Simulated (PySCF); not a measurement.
diantimony (Sb₂), SMILES [Sb]#[Sb].

Coordinates come from a B3LYP-D3(BJ)/def2-TZVP optimisation. The def2 effective core potentials stand for the cores of Sb; spin–orbit coupling is left out.

These are C-PCM-PBE0/def2-SVP in PySCF 2.14.0 values and carry that method's errors.

The values are the electrostatic part of the solvation free energy, E(continuum) − E(gas) at the gas-phase geometry, in a cavity of scaled van der Waals radii (PySCF's table); cavitation and dispersion terms are not included. A continuum can't describe solvent molecules that bind to the metal. In vacuum the orbital gap is 3.73 eV. The dipole moment in vacuum is 0.00 D.

Computed values in water (ε = 78.36), diethylether (ε = 4.24), n-hexane (ε = 1.88):
| solvent | ε | ΔG(elec) (kcal/mol) | dipole (D) | gap (eV) |
|---|---|---|---|---|
| water | 78.36 | -0.4 | 0.00 | 3.76 |
| diethylether | 4.24 | -0.3 | 0.00 | 3.75 |
| n-hexane | 1.88 | -0.2 | 0.00 | 3.74 |
